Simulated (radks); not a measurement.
Task: The mean radii <r> (bohr) of the occupied orbitals of an atom or ion are listed with their occupations. Method: Dirac Kohn-Sham, PBE, spin-unpolarised, spherical densities, point nucleus; computed with a radial shooting solver on a logarithmic mesh with Libxc functionals.

| orbital | occ. | <r> |
|---|---|---|
| 1s1/2 | 2 | 0.01630 |
| 2s1/2 | 2 | 0.06706 |
| 2p1/2 | 2 | 0.05499 |
| 2p3/2 | 4 | 0.06343 |
| 3s1/2 | 1 | 0.1618 |

Name the element and its charge. Open shells, if any, fill j = l - 1/2 first.

Result: Z = 81, thallium, charge +70: Tl70+ in [Ne] 3s1. The 1s radius gives Z: for a bare nucleus <r> = (2 gamma + 1)/(2Z) with gamma = sqrt(1 - (Z/c)^2), 0.01613 bohr for Z = 81, and screening makes it slightly larger (0.01630 here). The occupations add up to 11, and the charge is Z minus that.
